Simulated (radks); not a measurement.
Values are calculated unless marked as measured or tabulated.
Trend from Zr to Cd: ionisation energy by Delta-SCF between NIST ground configurations, and size. Code: a radial shooting solver on a logarithmic mesh with Libxc functionals. Model: scalar-relativistic Kohn-Sham, LDA (Slater exchange, Perdew-Wang correlation), spin-polarised, spherical densities, finite nucleus; open shells are filled with parallel spins first (spin-orbit coupling, left out, can overturn this in heavy ions); Fermi nuclear charge, rms radius of each element as measured or else 0.836 A^(1/3) + 0.57 fm.

| species | configuration | configuration of the ion | IE (eV) | NIST (eV) | kind | -e(HOMO) (eV) | outermost | <r> outermost (bohr) |
|---|---|---|---|---|---|---|---|---|
| Zr | [Kr] 4d2 5s2 | [Kr] 4d2 5s1 | 6.727 | 6.634 | exp. | 4.146 (4d) | 5s | 3.79 |
| Nb | [Kr] 4d4 5s1 | [Kr] 4d4 | 7.402 | 6.759 | exp. | 3.811 (4d) | 5s | 3.58 |
| Mo | [Kr] 4d5 5s1 | [Kr] 4d5 | 7.716 | 7.092 | exp. | 4.670 (4d) | 5s | 3.44 |
| Tc | [Kr] 4d5 5s2 | [Kr] 4d5 5s1 | 7.306 | 7.119 | exp. | 4.527 (5s) | 5s | 3.46 |
| Ru | [Kr] 4d7 5s1 | [Kr] 4d7 | 8.033 | 7.361 | exp. | 4.184 (4d) | 5s | 3.26 |
| Rh | [Kr] 4d8 5s1 | [Kr] 4d8 | 8.124 | 7.459 | exp. | 4.979 (5s) | 5s | 3.20 |
| Pd | [Kr] 4d10 | [Kr] 4d9 | 9.237 | 8.337 | exp. | 4.309 (4d) | 4d | 1.59 |
| Ag | [Kr] 4d10 5s1 | [Kr] 4d10 | 8.256 | 7.576 | exp. | 4.981 (5s) | 5s | 3.09 |
| Cd | [Kr] 4d10 5s2 | [Kr] 4d10 5s1 | 9.418 | 8.994 | exp. | 5.955 (5s) | 5s | 2.87 |

Reference values: NIST Atomic Spectra Database (exp. = measured, semi-emp. = semi-empirical, theory = theoretical value adopted there). Open shells are spherical and high-spin; term and fine-structure splittings are not resolved.
